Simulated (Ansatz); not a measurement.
`[CH3][AlH][TeH]` and `[CH3][AlH][SH]` differ in one element.

Ansatz, PBE0-D4/def2-TZVP geometries, multiplicity 1. Each molecule was computed in one conformer, which needn't be the lowest.

Elements past krypton have def2 core potentials.

```csv
property,`[CH3][AlH][TeH]`
HOMO–LUMO gap (B3LYP/def2-TZVPP) / eV,5.10
HOMO–LUMO gap (PBE0/def2-TZVPP) / eV,5.50
size of the dipole moment (ωB97M-V/def2-TZVPP) / D,1.21
HOMO energy (B3LYP/def2-TZVPP) / eV,-6.47
HOMO energy (ωB97M-V/def2-TZVPP) / eV,-8.72
HOMO energy (PBE/def2-TZVPP) / eV,-5.72
```

Task: Give the same properties after the change, and the shifts. (Best estimate.)

Result: The calculation gave: 
| property | `[CH3][AlH][SH]` | shift |
| --- | --- | --- |
| HOMO–LUMO gap (B3LYP/def2-TZVPP) / eV | 6.26 | 1.16 |
| HOMO–LUMO gap (PBE0/def2-TZVPP) / eV | 6.72 | 1.22 |
| size of the dipole moment (ωB97M-V/def2-TZVPP) / D | 1.08 | -0.13 |
| HOMO energy (B3LYP/def2-TZVPP) / eV | -7.39 | -0.92 |
| HOMO energy (ωB97M-V/def2-TZVPP) / eV | -9.84 | -1.12 |
| HOMO energy (PBE/def2-TZVPP) / eV | -6.47 | -0.75 |

With PBE0 the HOMO falls by 0.96 eV and the LUMO rises by 0.27 eV, so the gap widens by about 1.23 eV. PBE moves the HOMO by -0.75 eV and ωB97M-V by -1.12 eV. Dipoles are sizes alone; their direction can turn.

B3LYP here is the variant with VWN-RPA as its local correlation; programs differ in this.

Spin–orbit coupling is left out; it splits and shifts lone-pair levels of the heavy atoms by tenths of an eV.
